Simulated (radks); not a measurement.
Valence configurations of V (all share [Ar]). All-electron calculation, non-relativistic Kohn-Sham, PBE, spin-polarised, spherical densities, point nucleus; open shells are filled with parallel spins first. Program: a radial shooting solver on a logarithmic mesh with Libxc functionals. Energies are relative to 3d3 4s2; eigenvalues in eV for spin up.

3d4 4s1: E (eV) -1.285; moment (Bohr magnetons) 5; e(3d) -3.166; e(4s) -4.227
3d3.5 4s1.5: E (eV) -0.774; moment (Bohr magnetons) 4; e(3d) -4.535; e(4s) -4.577
3d3.5 4s1 4p0.5: E (eV) -0.007; moment (Bohr magnetons) 5; e(3d) -5.138; e(4p) -1.860; e(4s) -5.106
3d3 4s2: E (eV) 0.000; moment (Bohr magnetons) 3; e(3d) -6.196; e(4s) -4.913
3d5: E (eV) 0.368; moment (Bohr magnetons) 5; e(3d) -1.519
3d3 4p2: E (eV) 5.632; moment (Bohr magnetons) 5; e(3d) -8.534; e(4p) -2.995
3d2 4s2 4p1: E (eV) 6.592; moment (Bohr magnetons) 3; e(3d) -11.639; e(4p) -2.917; e(4s) -6.875
3d1.5 4s2 4p1.5: E (eV) 11.531; moment (Bohr magnetons) 3; e(3d) -14.594; e(4p) -3.533; e(4s) -7.805
3d1.5 4s1 4p2.5: E (eV) 13.995; moment (Bohr magnetons) 5; e(3d) -15.463; e(4p) -4.177; e(4s) -8.640
3d0.5 4s2 4p2.5: E (eV) 25.099; moment (Bohr magnetons) 3; e(3d) -20.867; e(4p) -4.713; e(4s) -9.594

NIST lists [Ar] 3d3 4s2 as the ground configuration; this level of theory puts 3d4 4s1 lower, by 1.285 eV. The energies are those of spherical high-spin densities, not of single terms.
